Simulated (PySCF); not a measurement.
A side-by-side comparison of computed properties.

First species: thioacetamide, C2H5NS.
SMILES: `CC(N)=S`

Second species: CH6ClFSi2.
SMILES with atom numbers: `[F:1][Si@H:2]([Cl:3])[CH2:4][SiH3:5]` (hydrogens: H6 on Si2; H7, H8 on C4; H9, H10, H11 on Si5)

Levels: B3LYP/def2-SVPD for dipole moment, HOMO energy, LUMO energy, HOMO–LUMO gap, static isotropic polarisability and electronic spatial extent ⟨r²⟩ about the centre of nuclear charge; TDDFT B3LYP/def2-SVPD for lowest singlet excitation; TDA B3LYP/def2-SVPD for lowest triplet excitation (Tamm–Dancoff); GFN2-xTB for rotational constant A and rotational constant C. Geometries: GFN2-xTB. Each structure is a single optimised conformer of the isolated species, non-relativistic unless stated; the electronic structure was computed with PySCF and density fitting.

Dipoles, sizes and rotational constants follow the conformer. The torsions of the flexible species, by atom-mapped SMILES:
- `[CH3:1][C:2]([NH2:3])=[S:4]`: H–N3–C2–C1 180°, H–N3–C2–C1 0°
- `[F:1][Si@H:2]([Cl:3])[CH2:4][SiH3:5]`: F1–Si2–C4–Si5 54°

Values for the first species:

* Dipole moment: 4.50 D
* HOMO energy: -5.87 eV
* LUMO energy: -1.21 eV
* HOMO–LUMO gap: 4.66 eV
* Lowest singlet excitation: 3.32 eV
* Lowest triplet excitation (Tamm–Dancoff): 3.00 eV
* Static isotropic polarisability: 59.0 au
* Electronic spatial extent ⟨r²⟩ about the centre of nuclear charge: 383 bohr²
* Rotational constant A: 9.665 GHz
* Rotational constant C: 3.416 GHz

(1) Estimate the same properties for the second species, and the change in each.

## Answers

(1) 
| property | first | second | second less first |
| --- | --- | --- | --- |
| dipole moment | 4.50 D | 2.18 D | -2.32 D |
| HOMO energy | -5.87 eV | -8.68 eV | -2.81 eV |
| LUMO energy | -1.21 eV | -0.02 eV | +1.19 eV |
| HOMO–LUMO gap | 4.66 eV | 8.66 eV | +4.00 eV |
| lowest singlet excitation | 3.32 eV | 7.65 eV | +4.33 eV |
| lowest triplet excitation (Tamm–Dancoff) | 3.00 eV | 7.24 eV | +4.24 eV |
| static isotropic polarisability | 59.0 au | 77.1 au | +18.1 au |
| electronic spatial extent ⟨r²⟩ about the centre of nuclear charge | 383 bohr² | 990 bohr² | +607 bohr² |
| rotational constant A | 9.665 GHz | 3.261 GHz | -6.404 GHz |
| rotational constant C | 3.416 GHz | 1.246 GHz | -2.170 GHz |

On the first: The vertical singlet–triplet gap S1 − T1 is 0.32 eV (TDDFT singlet less Tamm–Dancoff triplet; S1: HOMO→LUMO, weight 1.00; T1: HOMO→LUMO, weight 0.99). No computed singlet falls in the visible range (750 to 380 nm, 1.65 to 3.26 eV); S1 lies 0.06 eV above its blue end.

On the second: In wavenumbers S1 is 61700 cm⁻¹ (1 eV = 8065.54 cm⁻¹). S1 lies 1.01 eV below the HOMO–LUMO gap.
